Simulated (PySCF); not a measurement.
Write Cartesian coordinates for `CB(C)C1=C[SiH2]C=C1` as optimised with PBE0-D3(BJ)/def2-SVP.

```
atom  x, y, z in Å
C1    -1.8626   -1.4073    0.7588
B2    -1.2704   -0.1082    0.0989
C3    -2.2560    0.9599   -0.4971
C4     0.2854    0.1073    0.0152
C5     0.8753    0.7644   -1.0223
Si6    2.7378    0.6437   -0.8201
C7     2.5705   -0.3236    0.7697
C8     1.2492   -0.4860    0.9889
H9    -1.1914   -1.9551    1.4357
H10   -2.8271   -1.2309    1.2616
H11   -2.0901   -2.0908   -0.0831
H12   -2.5138    1.6316    0.3454
H13   -3.2088    0.5328   -0.8468
H14   -1.8296    1.6039   -1.2802
H15    0.2881    1.2416   -1.8108
H16    3.4155   -0.1014   -1.9266
H17    3.4113    1.9722   -0.6768
H18    3.3291   -0.7213    1.4469
H19    0.8608   -1.0266    1.8597
```

Any rigid rotation of these coordinates is as good. Atoms count from 1 in this order. B2 (three-coordinate boron) is planar (angles 120.5°, 120.5° and 119.0°, sum 360.0°, 0.01 Å off the plane of its three neighbours). The 5-membered ring C4–C5–Si6–C7–C8 has internal angles of 92.1° to 118.6° (sum 540°, against 540° for a flat polygon); it is planar, 0.01 Å rms from its mean plane, widest ring torsion 1°. The 3 C–C bonds span 1.349 Å (C7=C8, drawn double) to 1.493 Å (C4–C8, drawn single), a spread of 0.144 Å. Si6 (SiH2 silicon) has angles from 92.1° to 114.7°.

Bonds between heavy atoms (Å): C1–B2 1.573, B2–C3 1.571, B2–C4 1.573, C4=C5 1.362, C5–Si6 1.877, Si6–C7 1.868, C7=C8 1.349, C4–C8 1.493.

Computed with PBE0-D3(BJ)/def2-SVP geometry optimisation, gas phase in PySCF.

Point group: C1 (no symmetry element, even within 0.4 Å). Stationary, but not proved a minimum.
